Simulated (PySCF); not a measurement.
A structure optimised at PBE0-D3(BJ)/def2-SVP, used in a PySCF frequency run:

```xyz
12

C      2.3145     0.0000    -0.0182
O      1.0776     0.0000    -0.7051
C      0.0000     0.0000     0.0709
O      0.0000     0.0000     1.2732
O     -1.0776     0.0000    -0.7051
C     -2.3145     0.0000    -0.0182
H      2.4129    -0.8924     0.6176
H      3.0924     0.0000    -0.7905
H      2.4129     0.8924     0.6176
H     -3.0924     0.0000    -0.7905
H     -2.4129     0.8924     0.6176
H     -2.4129    -0.8924     0.6176
```
Charge 0, spin multiplicity 1.

Task: Write its SMILES, formula and point group.

Result: COC(=O)OC, C3H6O3, C2v

Task: What are its rotational constants (standard atomic weights)?

Result: 10.548, 2.3860, 1.9952 GHz
